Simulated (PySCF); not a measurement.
Dissociation curve of CuH, singlet.

Computed with: UKS-B3LYP/6-31G* = unrestricted B3LYP/6-31G*, spherical d in PySCF; RKS-B3LYP/LANL2DZ = PySCF with restricted B3LYP/LANL2DZ, with its core potentials past Ne; UCCSD(T) = CCSD(T) on UHF/def2-TZVP, 5 core orbitals frozen run with PySCF.

Energies relative to the lowest point of each curve near equilibrium, in kJ/mol:

```json
[
 {"R / Å": "1.17", "UKS-B3LYP/6-31G*": "75.6", "RKS-B3LYP/LANL2DZ": "107.5"},
 {"R / Å": "1.35", "UKS-B3LYP/6-31G*": "4.5", "RKS-B3LYP/LANL2DZ": "16.1"},
 {"R / Å": "1.43", "UKS-B3LYP/6-31G*": "0.0", "RKS-B3LYP/LANL2DZ": "3.0"},
 {"R / Å": "1.57", "UKS-B3LYP/6-31G*": "13.2", "RKS-B3LYP/LANL2DZ": "2.7"},
 {"R / Å": "1.72", "UKS-B3LYP/6-31G*": "41.2", "RKS-B3LYP/LANL2DZ": "21.5"},
 {"R / Å": "1.83", "UKS-B3LYP/6-31G*": "65.7", "RKS-B3LYP/LANL2DZ": "41.8"},
 {"R / Å": "2.00", "UKS-B3LYP/6-31G*": "105.7", "RKS-B3LYP/LANL2DZ": "77.7"},
 {"R / Å": "2.67", "UKS-B3LYP/6-31G*": "227.2", "RKS-B3LYP/LANL2DZ": "211.5"},
 {"R / Å": "3.31", "UKS-B3LYP/6-31G*": "260.5", "RKS-B3LYP/LANL2DZ": "298.3"},
 {"R / Å": "3.63", "UKS-B3LYP/6-31G*": "263.8", "RKS-B3LYP/LANL2DZ": "328.8"},
 {"R / Å": "4.49", "UKS-B3LYP/6-31G*": "265.7", "RKS-B3LYP/LANL2DZ": "381.4"},
 {"R / Å": "5.26", "UKS-B3LYP/6-31G*": "266.2", "RKS-B3LYP/LANL2DZ": "406.3"}
]
```

Question: Estimate the UCCSD(T) values at these points.

Answer: 1.17: 99.4; 1.35: 12.4; 1.43: 1.5; 1.57: 4.1; 1.72: 23.4; 1.83: 42.8; 2.00: 76.4; 2.67: 190.8; 3.31: 234.8; 3.63: 240.1; 4.49: 243.0; 5.26: 243.2 (kJ/mol).

The unrestricted determinant behind UKS-B3LYP/6-31G* is spin-contaminated at 1.57 to 5.94 Å (<S²> up to 1.0, against 0.00 for a pure singlet). The restricted form behind RKS-B3LYP/LANL2DZ keeps the bonding electrons paired and can't separate into open-shell fragments. The unrestricted determinant behind UCCSD(T) is spin-contaminated at 2.00 to 5.94 Å (<S²> up to 1.0, against 0.00 for a pure singlet).
